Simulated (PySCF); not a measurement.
How methods differ on the ionisation energy of Os⁷²⁺

Os⁷²⁺ [He] 2s2 (1S) → Os⁷³⁺ [He] 2s1 (2S), as a difference of total energies. Calculation: PySCF 2.14, in an even-tempered Gaussian basis (18 s from 54 bohr⁻², ratio 2.2; 8 p from 82 bohr⁻², ratio 2.4; 5 d from 250 bohr⁻², ratio 2.4; 5 f from 370 bohr⁻², ratio 2.4; 4 g from 550 bohr⁻², ratio 2.4); the spin-free X2C one-electron Hamiltonian (Gaussian nucleus). Correlated levels: nothing frozen; virtual orbitals above 40 to 60 times the deepest correlated orbital energy dropped. The calculations carry no spin-orbit coupling.

```tsv
method	ionisation energy (eV)
UHF	20600.6
LDA	20589.8
PBE	20609.9
PBE0	20607.9
r2SCAN	20597.6
BHandHLYP	20605.5
TPSS	20608.1
MP2 (all electrons)	20605.2
SCS-MP2 (all electrons)	20606.1
```

Q: How much does correlation contribute at MP2 (all electrons)?

A: 20605.2 − (20600.6) = 4.6 eV, measured against UHF.

For this ion Breit and QED terms and the two-electron picture change, all absent here, outweigh the differences among the correlated methods.

For comparison: 20570 ± 70 eV (theoretical estimate listed by NIST; NIST Atomic Spectra Database, ionization energies).
